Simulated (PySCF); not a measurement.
**Dipole moment and polarisability of `C=C[SiH2]OC=C=S`**

C4H6OSSi.
Cartesian coordinates in Å at the GFN2-xTB level; atoms count from 1:
```
atom  x, y, z in Å
C1    -2.7306    0.9506    0.1575
C2    -1.7857    0.1851   -0.3622
Si3    0.0241    0.3126    0.1098
O4     0.6586   -0.8060   -0.9022
C5     1.9421   -1.1993   -1.0508
C6     2.9836   -0.7698   -0.3932
S7     4.2702   -0.3041    0.3572
H8    -3.7700    0.8654   -0.1211
H9    -2.5035    1.7065    0.8915
H10   -2.0684   -0.5591   -1.0971
H11    0.6068    1.6308   -0.1597
H12    0.2914   -0.0523    1.5053
H13    2.0771   -1.9600   -1.8140
```

Level: PBE0/def2-SVPD (PySCF), static field, nuclei fixed, core orbitals frozen in the response. The polarisability tensor in these axes (au):

```
x   144.15  -3.67  12.39
y    -3.67  78.34   8.93
z    12.39   8.93  79.88
```

**Question.** Give the principal values, the mean and the anisotropy Δα = √{½[(α1 − α2)² + (α2 − α3)² + (α1 − α3)²]}.

**Answer.** Principal values 68.47, 87.38 and 146.51 au; mean 100.79 au = 14.94 Å³ = 16.62 × 10⁻⁴⁰ C²·m²/J; Δα = 70.52 au (70 % of the mean).

**Question.** What is the dipole moment, and where does it point?

**Answer.** (-1.35, 0.07, -0.22) D, 1.37 D in size, pointing from the negative to the positive side. Measured along this direction, the outermost atoms are S7 at the negative end and H8 at the positive end.

**Question.** What would n − 1 = 2πNα be for an ideal gas of these molecules at 500 K and 1 atm, electronic part alone?

**Answer.** N = p/kT = 1.4678 × 10¹⁹ cm⁻³, so n − 1 = 2π × N × 14.94 × 10⁻²⁴ cm³ = 1377 × 10⁻⁶ at long wavelengths.

**Question.** What are the principal values of the traceless quadrupole moment, Θ = ½Σq(3rr − r²1), about the centre of nuclear charge?

**Answer.** -7.27, -0.38, 7.65 D·Å. The values depend on the origin, since the dipole doesn't vanish. The electronic extent ⟨r²⟩ about the same centre is 1725 bohr², a root-mean-square distance of 2.67 Å for the 68 electrons.

**Question.** Give the principal axes and the span of the nuclei along them.

**Answer.** Largest value along (0.98, -0.03, 0.18), where the nuclei span 8.03 Å; middle along (-0.10, 0.72, 0.69), 4.97 Å; least along (-0.15, -0.69, 0.70), 2.39 Å. The response follows the extents in order.

**Question.** Estimate the molar refractivity from the static electronic polarisability.

**Answer.** Lorentz–Lorenz: R = (4π/3)N_A α = 2.5225 cm³/(mol·Å³) × 14.94 Å³ = 37.7 cm³/mol, in the limit of long wavelengths.

Isolated species at its GFN2-xTB geometry (one conformer only).
